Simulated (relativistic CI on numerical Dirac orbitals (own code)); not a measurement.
# Os2+: L2,3 absorption edge

Computed with this model: Dirac-Coulomb-Breit CI, orbitals from a KLI potential per configuration, model QED (radiative potential, 1s self-energy scaled to tabulated hydrogen-like ionisation energies), valence Slater integrals scaled by 0.9, multiplet model of core-to-valence dipole absorption; configurations [Xe] 4f14 5d6 → [He] 2s2 2p5 3s2 3p6 3d10 4s2 4p6 4d10 4f14 5s2 5p6 5d7; 300 K; Lorentzian 7.5 eV and Gaussian 1 eV FWHM. Energies are those of the free ion, without screening or charge transfer. The branching ratio is the share of the lower-energy edge in the whole absorption, uncertain by about 0.02 where the edges overlap. S is read from ⟨S²⟩ = S(S + 1).

Computed curve for free ion, scaled to 100 at the maximum (points under 2 are left out and the grid is thinned):

```json
{"Energy (eV)": "10844.0", "Intensity": "2.0"}
{"Energy (eV)": "10846.0", "Intensity": "2.3"}
{"Energy (eV)": "10847.5", "Intensity": "2.6"}
{"Energy (eV)": "10849.5", "Intensity": "3.1"}
{"Energy (eV)": "10851.5", "Intensity": "3.8"}
{"Energy (eV)": "10853.5", "Intensity": "4.7"}
{"Energy (eV)": "10855.0", "Intensity": "5.6"}
{"Energy (eV)": "10857.0", "Intensity": "7.2"}
{"Energy (eV)": "10859.0", "Intensity": "9.6"}
{"Energy (eV)": "10861.0", "Intensity": "13.4"}
{"Energy (eV)": "10862.5", "Intensity": "17.8"}
{"Energy (eV)": "10864.5", "Intensity": "27.6"}
{"Energy (eV)": "10866.5", "Intensity": "45.5"}
{"Energy (eV)": "10868.5", "Intensity": "75.0"}
{"Energy (eV)": "10870.0", "Intensity": "95.9"}
{"Energy (eV)": "10872.0", "Intensity": "93.4"}
{"Energy (eV)": "10874.0", "Intensity": "63.6"}
{"Energy (eV)": "10876.0", "Intensity": "38.2"}
{"Energy (eV)": "10877.5", "Intensity": "26.5"}
{"Energy (eV)": "10879.5", "Intensity": "17.2"}
{"Energy (eV)": "10881.5", "Intensity": "11.9"}
{"Energy (eV)": "10883.5", "Intensity": "8.7"}
{"Energy (eV)": "10885.0", "Intensity": "7.0"}
{"Energy (eV)": "10887.0", "Intensity": "5.5"}
{"Energy (eV)": "10889.0", "Intensity": "4.4"}
{"Energy (eV)": "10891.0", "Intensity": "3.6"}
{"Energy (eV)": "10892.5", "Intensity": "3.1"}
{"Energy (eV)": "10894.5", "Intensity": "2.6"}
{"Energy (eV)": "10896.5", "Intensity": "2.2"}
{"Energy (eV)": "12376.5", "Intensity": "2.2"}
{"Energy (eV)": "12378.0", "Intensity": "3.0"}
{"Energy (eV)": "12380.0", "Intensity": "4.7"}
{"Energy (eV)": "12382.0", "Intensity": "8.0"}
{"Energy (eV)": "12384.0", "Intensity": "12.6"}
{"Energy (eV)": "12385.5", "Intensity": "14.4"}
{"Energy (eV)": "12387.5", "Intensity": "11.5"}
{"Energy (eV)": "12389.5", "Intensity": "7.1"}
{"Energy (eV)": "12391.5", "Intensity": "4.3"}
{"Energy (eV)": "12393.0", "Intensity": "3.0"}
{"Energy (eV)": "12395.0", "Intensity": "2.0"}
```

The ground state has S = 1.91, and the centroid lies at 11057.79 eV.
